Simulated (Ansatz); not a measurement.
Reaction (redistribution): `CO[SiH2][SiH2]O` + `CSS[SiH2][SiH3]` → `O[SiH2]S[SiH2][SiH3]` + `CO[SiH2]SC`

Calculated with Ansatz (gas phase, PBE0-D4/def2-TZVP geometries, no zero-point term in ΔE). CBS: MP2 limit from def2 TZ/QZ plus the TZ coupled-cluster correction, frozen cores. Functionals use def2-TZVPP. B3LYP here is the variant with VWN-RPA as its local correlation; programs differ in this. One conformer a species, not always the lowest.

```csv
level,ΔE (eV)
r2SCAN-D4,-1.90
B3LYP-D4,-1.81
B2PLYP,-1.88
CCSD/def2-TZVPP,-1.94
CCSD(T)/def2-TZVPP,-1.93
SCS-MP2/def2-QZVPP,-1.98
HF/CBS(def2),-1.96
MP2/CBS(def2),-2.05
```

(1) What does CCSD(T)/CBS give? (Best estimate.)

Largest T1 diagnostic among the species: 0.013.

Answers

(1) Computed: -1.92 eV. The listed levels differ from it by 0.02, 0.11, 0.04, -0.02, -0.01, -0.06, -0.04, -0.13 eV.

From PBE to PBE0 (25 % exact exchange), in def2-TZVPP and without D4, ΔE moves by −0.11 eV. The D4 term adds −0.04 eV with B3LYP and −0.02 eV with PBE0; it sums over pairs of atoms, weighted by their polarisabilities, and B3LYP, whose exchange is more repulsive, gets the larger term.
